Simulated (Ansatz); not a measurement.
I3Sb (SMILES [I][Sb]([I])[I]), singlet, geometry from GFN2-xTB (core potentials on I, Sb); BLYP/def2-SV(P) run with Ansatz (a quantum-chemistry and plane-wave program).

Here is a job for Ansatz.
Ansatz 0.2 input:
```yaml
crystal:
  periodic: [false, false, false]
  atoms:
    - {symbol: Sb, position_ang: [0.01294198, 0.00090519, 1.01247550]}
    - {symbol: I, position_ang: [-1.86865509, -1.50372426, -0.29957913]}
    - {symbol: I, position_ang: [-0.37382384, 2.36628049, -0.32214675]}
    - {symbol: I, position_ang: [2.23002532, -0.86342726, -0.35254300]}
basis:
  gaussian:
    orbitals: def2-SV_P_.json
hamiltonian:
  xc: blyp
accuracy: high
```
The basis file holds def2-SV(P) in the JSON format of the Basis Set Exchange.

The log (banner, timings and long lists left out):

```
Functional definition: BLYP
2571 factors; integrals over basis functions are off by at most 2.7e-9 eV
mean field evaluation 1: about -30836.5083 eV, gradient 1.7e1 eV
mean field evaluation 2: about -30830.3489 eV, gradient 4.5e1 eV
mean field evaluation 4: about -30837.5616 eV, gradient 1.4e0 eV
mean field evaluation 8: about -30837.5654 eV, gradient 1.1e-2 eV
mean field evaluation 16: about -30837.5654 eV, gradient 3.9e-6 eV
mean field -30837.56537165 eV, -1133.2596249554 hartree, gradient 2.7e-8 eV, S^2 0.000000; 0 other end points of the search recorded, 0 dependent functions left out
reference -30837.56542018 eV, -1133.2596267392 hartree; 49, 49 occupied and 55, 55 virtual orbitals, 2571 factors
Total energy: -30837.56542018 eV, -1133.2596267392 hartree
```
